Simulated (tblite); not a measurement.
Species: C8H10O2S.
Cartesian coordinates in Å at the GFN2-xTB level; atoms count from 1:
```
atom  x, y, z in Å
C1     3.4557    0.0640   -0.1864
C2     1.9955   -0.0134   -0.5709
S3     1.0105    0.1453    0.9610
O4     1.2322    1.4576    1.5067
O5     1.2902   -0.9907    1.7979
C6    -0.6860    0.0353    0.3752
C7    -1.2856   -1.2048    0.2750
C8    -2.5787   -1.2923   -0.2140
C9    -3.2505   -0.1415   -0.5973
C10   -2.6373    1.0978   -0.4939
C11   -1.3443    1.1882   -0.0052
H12    3.6882   -0.7365    0.5121
H13    4.0991   -0.0250   -1.0592
H14    3.6492    1.0148    0.3046
H15    1.6902    0.8028   -1.2197
H16    1.7295   -0.9707   -1.0102
H17   -0.7378   -2.0758    0.5987
H18   -3.0617   -2.2545   -0.2940
H19   -4.2604   -0.2104   -0.9740
H20   -3.1657    1.9910   -0.7915
H21   -0.8413    2.1358    0.1055
```

All values are computed: GFN2-xTB (tblite) harmonic vibrations without scaling, gas phase. Against measured fundamentals such values can be off by several per cent, at times by over 20. One conformer, not necessarily the lowest.

Harmonic wavenumbers (cm⁻¹): 27.7, 51.7, 68.8, 138.6, 174.7, 176.3, 251.5, 286.1, 286.3, 363.1, 364.7, 431.8, 474.6, 522.3, 585.1, 651.5, 663.9, 700.5, 752.8, 786.4, 882.8, 908.6, 929.0, 933.9, 959.6, 968.9, 992.7, 1069.2, 1089.9, 1099.1, 1102.1, 1130.2, 1177.9, 1178.4, 1210.3, 1216.6, 1247.9, 1260.0, 1320.3, 1396.6, 1430.6, 1431.4, 1445.4, 1473.5, 1489.3, 1577.5, 1598.2, 3019.2, 3024.2, 3027.3, 3047.7, 3049.9, 3081.6, 3088.7, 3095.7, 3106.2, 3106.6.

A = 2179, B = 618.8, C = 584.7 MHz; mass 170.040 u (most abundant isotopes); point group Cs, symmetry number 1.

Zero-point energy?

Half the sum of the wavenumbers: 35463 cm⁻¹ = 101.39 kcal/mol.

Entropy at 273.15 K, 1 bar (ideal gas, RRHO, classical rotation)?

Translation 40.89, rotation 30.13, vibration 32.14: S = 103.2 cal/(mol K).

And Cp and H(273.15 K) − H(0)?

Cp = 40.31 cal/(mol K), of which vibrations give 32.36 (their classical limit is 57 R = 113.3); H(273.15 K) − H(0) = 6.64 kcal/mol without the zero-point energy, 4.47 from vibrations.

Blend soft modes into free rotors: weight 1/[1 + (100 cm⁻¹/ν̃)⁴] for the oscillator and the rest for a rotor with moment μB/(μ + B), μ = h/(8π²ν), B = 10⁻⁴⁴ kg m². What vibrational entropy results?

28.56 cal/(mol K) in place of 32.14, which changes −T·S at 273.15 K by +0.98 kcal/mol.

Which modes carry the vibrational entropy at 273.15 K?

27.7 cm⁻¹: 5.81; 51.7 cm⁻¹: 4.58; 68.8 cm⁻¹: 4.02; 138.6 cm⁻¹: 2.66; 174.7 cm⁻¹: 2.22; 176.3 cm⁻¹: 2.20 cal/(mol K); the other 51 give 10.65 together.

What must be added to the electronic energy to get the Gibbs energy at 273.15 K and 1 bar?

ZPE + [H(273.15 K) − H(0)] − T·S = 101.39 + 6.64 − 28.18 = 79.85 kcal/mol.

How do the functions run with temperature in this model?

| T (K) | S (cal/(mol K)) | Cp (cal/(mol K)) | H − H(0) (kcal/mol) | G − H(0) (kcal/mol) | ln q(vib) |
| --- | --- | --- | --- | --- | --- |
| 50 | 62.7 | 14.4 | 0.55 | -2.58 | 1.04 |
| 100 | 74.5 | 20.3 | 1.42 | -6.03 | 2.61 |
| 298.15 | 106.8 | 43.4 | 7.69 | -24.16 | 8.68 |
| 373.15 | 117.5 | 52.2 | 11.28 | -32.57 | 10.94 |
| 500 | 134.7 | 65.0 | 18.75 | -48.58 | 14.73 |
| 750 | 164.6 | 82.3 | 37.35 | -86.09 | 21.98 |
| 1000 | 189.8 | 93.0 | 59.36 | -130.48 | 28.73 |

q(vib) and H(0) count from the zero-point level.

Hindered rotation and anharmonicity are outside this model. Other conformers, if any are populated, would add a mixing term that is left out.
